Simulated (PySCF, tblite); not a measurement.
Complex of Be2+, fluoride and water

A gas-phase complex of Be2+, fluoride and water; charge +1, singlet. The structure comes from a short search (5 tight-binding starts) and was relaxed by PBE0-D3(BJ)/def2-SVPD; another way of binding may lie lower. Frequencies by PBE0-D3(BJ)/def2-SVPD show no clear imaginary mode.

| part | name | SMILES | atoms | charge | multiplicity |
| --- | --- | --- | --- | --- | --- |
| 1 | Be2+ | [Be+2] | 1 | +2 | 1 |
| 2 | fluoride | [F-] | 2 | -1 | 1 |
| 3 | water | O | 3–5 | 0 | 1 |

```xyz
5

Be   -0.387    0.041   -0.621
F    -1.487    0.037    0.173
O     0.874    0.049   -1.540
H     1.016    0.652   -2.293
H     1.638   -0.551   -1.458
```
(Å; atoms numbered from 1)

Contacts between parts, classed by geometry: Be1···F2 1.357 Å (bond); Be1···O3 1.560 Å (bond).

The parts are joined by the bonds Be1–F2 and Be1–O3, so these are energies of forming such bonds; deforming the relaxed parts to their shape in the adduct costs 0.6 kcal/mol, which the interaction energies leave out.

Interaction energies are complex less parts, with the parts frozen as they stand in it; counterpoise-corrected, in kcal/mol (PySCF).

(1) How strongly do the parts interact, level by level?

(2) What holds them together? Decompose the wB97M-D3(BJ)/def2-TZVPD energy: frozen parts, their antisymmetrised product, then relaxation.

(3) Are the pair energies additive?

The parts were also relaxed and run alone, at the levels used for the complex: shieldings by PBE0/aug-pcSseg-2.

(4) How do these values change when the complex forms?

Results:

(1) 
```json
{"level": "wB97M-D3(BJ)/def2-TZVPD", "interaction": "-568.07", "superposition error removed": "-0.14"}
{"level": "PBE0-D3(BJ)/def2-TZVPD", "interaction": "-572.08", "superposition error removed": "-0.19"}
```

(2) electrostatic -505.3, Pauli repulsion +110.7, orbital relaxation -172.4, dispersion correction -1.2 kcal/mol, which sum to the value before the counterpoise correction; the Pauli term holds the exchange-correlation of the frozen density too. Of the attraction, 74 % is electrostatic, 25 % is orbital relaxation, 0 % is dispersion correction.

(3) The pairs sum to -614.41 kcal/mol (1–2 -480.2, 1–3 -145.5, 2–3 11.3); the rest of +46.34 is a many-body weakening.

(4) 
```json
{"property": "shielding of Be1 (ppm)", "alone": "130.4", "in the complex": "105.1", "change": "-25.3"}
{"property": "shielding of F2 (ppm)", "alone": "479.9", "in the complex": "324.8", "change": "-155.1"}
{"property": "shielding of O3 (ppm)", "alone": "327.6", "in the complex": "320.4", "change": "-7.2"}
```

Multiply charged ions in the gas phase bind far more strongly than in solution.
